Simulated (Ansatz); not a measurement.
Relaxation of BClH3NO (7 atoms, charge 0, multiplicity 1), to a largest force component of 0.02 eV/Å in at most 40 steps.

Method: Ansatz, RKS BHLYP/6-31G*.

```xyz
7
Properties=species:S:1:pos:R:3
B 0.000 0.000 0.000
Cl 0.000 0.000 1.860
O 1.221 0.000 -0.705
H 1.521 -0.952 -0.860
N -1.342 0.000 -0.775
H -2.011 -0.816 -0.676
H -1.591 0.816 -1.404
```

Question: Where does it end, and by what steps?

Answer: The forces met the threshold. After 18 steps the energy has fallen by 1.767 eV; H7 moved furthest, 0.99 Å.

```json
{"step": "0", "energy less start (eV)": "0.0000", "largest force component (eV/Å)": "2.380", "accepted": "yes"}
{"step": "1", "energy less start (eV)": "-0.7816", "largest force component (eV/Å)": "1.519", "accepted": "yes"}
{"step": "2", "energy less start (eV)": "-1.1707", "largest force component (eV/Å)": "0.956", "accepted": "yes"}
{"step": "3", "energy less start (eV)": "-1.4030", "largest force component (eV/Å)": "0.660", "accepted": "yes"}
{"step": "4", "energy less start (eV)": "-1.5287", "largest force component (eV/Å)": "0.359", "accepted": "yes"}
{"step": "5", "energy less start (eV)": "-1.5381", "largest force component (eV/Å)": "0.113", "accepted": "yes"}
{"step": "6", "energy less start (eV)": "-1.5388", "largest force component (eV/Å)": "0.041", "accepted": "yes"}
{"step": "7", "energy less start (eV)": "-1.5392", "largest force component (eV/Å)": "0.033", "accepted": "yes"}
{"step": "8", "energy less start (eV)": "-1.5402", "largest force component (eV/Å)": "0.162", "accepted": "yes"}
{"step": "9", "energy less start (eV)": "-1.5452", "largest force component (eV/Å)": "0.242", "accepted": "yes"}
{"step": "10", "energy less start (eV)": "-1.4678", "largest force component (eV/Å)": "2.184", "accepted": "no"}
{"step": "11", "energy less start (eV)": "-1.5645", "largest force component (eV/Å)": "0.727", "accepted": "yes"}
{"step": "12", "energy less start (eV)": "-1.6109", "largest force component (eV/Å)": "0.808", "accepted": "yes"}
{"step": "13", "energy less start (eV)": "-1.6968", "largest force component (eV/Å)": "0.575", "accepted": "yes"}
{"step": "14", "energy less start (eV)": "-1.7580", "largest force component (eV/Å)": "0.922", "accepted": "yes"}
{"step": "15", "energy less start (eV)": "-1.7646", "largest force component (eV/Å)": "0.218", "accepted": "yes"}
{"step": "16", "energy less start (eV)": "-1.7661", "largest force component (eV/Å)": "0.073", "accepted": "yes"}
{"step": "17", "energy less start (eV)": "-1.7667", "largest force component (eV/Å)": "0.027", "accepted": "yes"}
{"step": "18", "energy less start (eV)": "-1.7667", "largest force component (eV/Å)": "0.010", "accepted": "yes"}
```

```xyz
7
Properties=species:S:1:pos:R:3
B -0.033 -0.171 0.073
Cl -0.216 -0.236 1.844
O 1.233 -0.223 -0.403
H 1.290 -0.186 -1.356
N -1.188 -0.071 -0.709
H -2.101 -0.037 -0.301
H -1.187 -0.029 -1.709
```

Run time: 58 s on 1 thread of Arm Neoverse V1, with other jobs on the host, peak memory 0.16 GiB.
